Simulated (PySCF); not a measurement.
Electron correlation in B (boron, neutral)

[He] 2s2 2p1, 2P determinant. Calculation: PySCF 2.14, in aug-cc-pCVTZ-DK; the spin-free X2C one-electron Hamiltonian (Gaussian nucleus). Frozen: nothing; 5 electrons correlated.

```tsv
level	correlation energy (mhartree)
CCSD	-110.92
(T)	-1.73
CCSD(T)	-112.65
```

Diagnostics: T1 = 0.012, D1 = 0.0282, largest double amplitude 0.071.

Question: Is a single reference adequate?

Answer: Mostly. T1 lies below 0.03, but a double amplitude of this size points to a near-degeneracy that CCSD handles and MP2 describes poorly.
